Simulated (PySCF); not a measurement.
CBr₂F₂. Atoms are numbered in the order given.

```xyz
5

F      0.0000     1.0844    -1.4536
C      0.0000     0.0000    -0.6762
F      0.0000    -1.0844    -1.4536
Br    -1.6192     0.0000     0.4317
Br     1.6192     0.0000     0.4317
```
Charge 0, spin multiplicity 1.

The structure is a stationary point at PBE-D3(BJ)/def2-SVP.

Computed with PySCF with PBE/pcSseg-1.

GIAO shieldings, no solvent; atoms alike by connectivity are averaged. δ = σ(ref) − σ: ¹⁹F against CFCl3 (σ = 133.6 ppm); ¹³C against TMS (σ = 182.0 ppm), references at their B3LYP-D3(BJ)/def2-TZVP geometries, non-relativistic (without spin–orbit terms, shifts of atoms bonded to Cl or Br come out too high).

Computed chemical shifts:
```json
[
 {"nucleus": "¹⁹F", "atoms": "F1, F3", "count": "2", "δ (ppm)": "10.6"},
 {"nucleus": "¹³C", "atoms": "C2", "count": "1", "δ (ppm)": "165.4"}
]
```
